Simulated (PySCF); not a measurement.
## Working out the ionisation energy of Ar²⁺

Ar²⁺ [Ne] 3s2 3p4 (3P) → Ar³⁺ [Ne] 3s2 3p3 (4S). Calculation: PySCF 2.14, in ANO-RCC-VTZP (5s4p2d1f, 34 functions); scalar relativity by spin-free X2C-1e. Frozen: [Ne]. Energies in hartree (1 hartree = 27.21139 eV):

```tsv
part	Ar²⁺ (lower)	Ar³⁺ (upper)
UHF	-527.121631	-525.674189
CCSD correlation	-0.157850	-0.123804
(T)	-0.004069	-0.003101
```

Q: What does Hartree-Fock give?

A: (-525.674189) − (-527.121631) = 1.447442 hartree = 39.387 eV.

Q: What do CCSD and CCSD(T) give?

A: The CCSD correlation energies differ by 0.034046 hartree = 0.926 eV and the triples by 0.000968 hartree = 0.026 eV, so CCSD gives 40.313 eV and CCSD(T) 40.339 eV.

A first-order spin-orbit estimate adds 0.062 eV to CCSD(T) (valence), giving 40.401 eV against 40.735 ± 0.012 eV (semi-empirical (NIST evaluation); NIST Atomic Spectra Database, ionization energies).

What remains against the reference includes basis incompleteness, the frozen core and higher excitations.
